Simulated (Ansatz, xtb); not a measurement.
# C5H4ClNS: which of two isomers lies lower

We compare I, `C=C(Cl)c1cscn1`, a singlet, with II, `C=C(Cl)c1cncs1`, a singlet. Both are isolated molecules in the gas phase, relaxed with r2SCAN-D4/def2-SVP; each stands in its lowest conformer found.

**Question.** Estimate which is lower in electronic energy at CCSD(T)/def2-SVP + ΔMP2/def2-TZVPP, and by roughly how much.

**Answer.** The CCSD(T)/def2-SVP + ΔMP2/def2-TZVPP calculation puts structure I lower, by 2.6 kcal/mol.

Level by level:

| level | geometry | E(II) − E(I) (kcal/mol) | departure from the last row (kcal/mol) | job, with rough time for the two |
| --- | --- | --- | --- | --- |
| GFN2-xTB | GFN2-xTB | +0.2 | −2.4 | optimisation, 0.17 s |
| HF/STO-3G | GFN2-xTB | +2.6 | 0.0 | single point, 0.44 s |
| r2SCAN-D4/def2-SVP//GFN2-xTB | GFN2-xTB | +2.4 | −0.2 | single point, 4 s |
| r2SCAN-D4/def2-SVP | r2SCAN-D4/def2-SVP | +2.3 | −0.3 | optimisation, 32 s |
| HF/def2-SVP | r2SCAN-D4/def2-SVP | +3.2 | +0.6 | part of the CCSD(T) run |
| MP2/def2-SVP | r2SCAN-D4/def2-SVP | +2.6 | 0.0 | part of the CCSD(T) run |
| CCSD(T)/def2-SVP | r2SCAN-D4/def2-SVP | +2.6 | 0.0 | single point |
| CCSD(T)/def2-SVP + ΔMP2/def2-TZVPP | r2SCAN-D4/def2-SVP | +2.6 |  | single point, 67 s |

As drawn, both hold the same kinds of bond in the same numbers.

GFN2-xTB finds them nearly level. The largest departure from CCSD(T)/def2-SVP + ΔMP2/def2-TZVPP is that of GFN2-xTB, 2.4 kcal/mol. The last row adds to CCSD(T) the change of the MP2 difference between the two basis sets, here 0.0 kcal/mol.

With thermal terms from frequencies at re-optimised GFN2-xTB minima (ideal gas, soft modes damped towards free rotors, one conformer each, 298.15 K, 1 atm): on the last row, ΔE + ΔZPE = +2.6, ΔH = +2.6, ΔG = +2.7 kcal/mol.

The correlated steps freeze 16 core orbitals. Codes used: Ansatz 0.2.0, xtb 6.7.1; the last row on 4 threads of Arm Neoverse V1 on a shared host.
